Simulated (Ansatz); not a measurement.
Molecule: CH2N (charge -1, singlet). It need not be the lowest isomer of its formula. Whether it binds its extra electron was not tested at this geometry. 
Geometry from a B3LYP-D3(BJ)/def2-TZVP (Ansatz, a first-principles code) optimisation:
SMILES: C=[N-]
```xyz
4

C     -0.4365     0.1714     0.1216
N      0.6754    -0.2653    -0.1882
H     -1.4101    -0.4417     0.2251
H     -0.6993     1.2702     0.3628
```
Charge -1, spin multiplicity 1.

Basis-set convergence of Hartree-Fock and CCSD correlation energies (hartree) with Ansatz. Correlated levels leave the core frozen unless marked. No spin-orbit coupling. Non-relativistic.

```
basis        functions      E(HF)  E(corr, CCSD)
-----------  ---------  ---------  -------------
def2-SVPD           56  -93.31491       -0.34184
def2-TZVPPD        108  -93.42359       -0.39414
def2-QZVPPD        192  -93.42843       -0.41356
```

Extrapolating the two largest sets (X = 3 and 4) as X^-3: E(corr) = (64·(-0.41356) - 27·(-0.39414))/37 = -0.4277 Eh, an estimate of the basis-set limit. The largest set recovers 96.7 % of it, the smallest 79.9 %.
